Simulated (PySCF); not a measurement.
**TDDFT beside published excitation energies**

Published values to compare with (the computed states carry no symmetry labels, so the two lists aren't matched line by line):

```tsv
state	E (eV)	f	kind of transition	source
A 3Π0+	3.66		Te (adiabatic, minimum to minimum, no zero-point energy)	[1]
B 3Π1	3.70		Te (adiabatic, minimum to minimum, no zero-point energy)	[1]
```

[1] measured, gas; Huber, Herzberg, Constants of Diatomic Molecules, NIST Chemistry WebBook

ClGa (singlet state).
Bonds: Cl1–Ga2.

Theory: TDDFT wB97X-D/def2-SVPD, vertical, gas phase, core orbitals frozen in the response in PySCF. Geometry: PBE0-D3(BJ)/def2-SVP; no solvent, vibrations or thermal averaging. The wB97X-D/def2-SVPD calculation is non-relativistic and has no spin–orbit coupling, an omission that weighs most on gallium.

Computed singlets: 4.98 eV (f 0.229 summed over 2 states); 5.98 eV (f 0.000); 6.05 eV (f 0.000 summed over 2 states); 6.58 eV (f 0.009); 7.27 eV (f 0.398); 7.71 eV (f 0.634); 8.24 eV (f 0.084 summed over 2 states). Computed triplets (Tamm–Dancoff): 3.84, 3.84, 5.78 eV.

Adiabatic (Te) and 0-0 energies refer to the relaxed excited state and aren't the vertical quantity computed here.

The vertical ionisation energy (ΔSCF) is 10.13 eV, 1.89 eV above S10.
